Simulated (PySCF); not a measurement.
## Mo⁺ (molybdenum, charge +1): UHF calculation

Configuration: [Kr] 4d5, high-spin 6S determinant. Calculation: PySCF 2.14, in aug-cc-pVTZ-PP with ECP28MDF; a scalar-relativistic core potential.

| Item | Value |
| --- | --- |
| Total energy | -67.115610 hartree |
| One-electron energy | -112.8757 hartree |
| Hartree (Coulomb) energy | 53.0734 hartree |
| Exchange energy | -7.3133 hartree |
| ⟨S²⟩ | 8.7521 |
| ⟨L²⟩ | 0.000 |
| Sum of ⟨r⟩ | 19.09 bohr |
| Sum of ⟨r²⟩ | 33.90 bohr² |

```tsv
shell	electrons	mean orbital energy (eV)	rms radius, mean of both spins (bohr)
4s α	1	-88.921	1.20
4s β	1	-82.403	1.20
4p α	3	-59.046	1.34
4p β	3	-50.299	1.34
4d α	5	-16.352	2.01
```

Energies and moments cover only the electrons outside the core potential.
